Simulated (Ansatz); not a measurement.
The cluster LiI₂⁻, 3 atoms. Hardware: 4 threads of Arm Neoverse V2 on a shared host.

In the def2 sets I takes a core potential; there is no spin–orbit coupling. Correlated methods freeze 8 core orbitals; core or outer-core shells of Li, I are correlated, in sets that lack core-valence functions.

(1) How many basis functions does each of these Ansatz runs have, and roughly what does it cost? PBE-D4/def2-SVPD, charge -1 singlet, energy, from earlier orbitals; LDA (SPW92)/def2-TZVPD, charge -1 singlet, energy, from earlier orbitals; BHLYP-D4/def2-TZVPD, charge -1 triplet, energy, from earlier orbitals; RPA@PBE/def2-TZVPD, charge -1 singlet, energy, from earlier orbitals; PBE-D4/def2-TZVPD, charge -1 singlet, energy, from earlier orbitals; BHLYP-D4/def2-TZVPD, charge -1 singlet, energy, from earlier orbitals; r2SCAN-D4/def2-TZVPD, charge -1 triplet, energy, from earlier orbitals; r2SCAN-D4/def2-TZVPD, charge 0 doublet at the geometry of the charge -1 singlet, energy, from earlier orbitals; PBE0-D4/def2-SVP, charge -1 singlet, energy with a search over starts; PBE0-D4/def2-TZVPD, charge -1 singlet, energy, from earlier orbitals; CCSD(T)/def2-TZVPPD, charge -1 singlet, energy, from earlier orbitals; RPA@PBE/def2-TZVPD, charge -1 triplet, energy, from earlier orbitals.

Results:

(1) Other jobs shared the machine, so times can vary by a factor of up to 3. A dash marks memory too small to be measured apart from the calling script's.

| run | functions | fitting or Cholesky vectors | wall time | peak host memory (GiB) |
| --- | --- | --- | --- | --- |
| LDA (SPW92)/def2-TZVPD, charge -1 singlet, energy, from earlier orbitals | 135 | 993 | 0.45 s | – |
| PBE-D4/def2-SVPD, charge -1 singlet, energy, from earlier orbitals | 82 | 911 | 0.5 s | – |
| PBE0-D4/def2-SVP, charge -1 singlet, energy with a search over starts | 61 | 797 | 0.7 s | – |
| PBE-D4/def2-TZVPD, charge -1 singlet, energy, from earlier orbitals | 135 | 993 | 0.85 s | – |
| PBE0-D4/def2-TZVPD, charge -1 singlet, energy, from earlier orbitals | 135 | 1083 | 1.1 s | – |
| BHLYP-D4/def2-TZVPD, charge -1 singlet, energy, from earlier orbitals | 135 | 1153 | 1.4 s | – |
| RPA@PBE/def2-TZVPD, charge -1 singlet, energy, from earlier orbitals | 135 | 1251 | 2.1 s | – |
| BHLYP-D4/def2-TZVPD, charge -1 triplet, energy, from earlier orbitals | 135 | 1153 | 2.6 s | – |
| RPA@PBE/def2-TZVPD, charge -1 triplet, energy, from earlier orbitals | 135 | 1251 | 3.5 s | – |
| r2SCAN-D4/def2-TZVPD, charge -1 triplet, energy, from earlier orbitals | 135 | 993 | 3.9 s | – |
| CCSD(T)/def2-TZVPPD, charge -1 singlet, energy, from earlier orbitals | 140 | 1244 | 8 s | 0.82 |
| r2SCAN-D4/def2-TZVPD, charge 0 doublet at the geometry of the charge -1 singlet, energy, from earlier orbitals | 135 | 993 | 16 s | – |
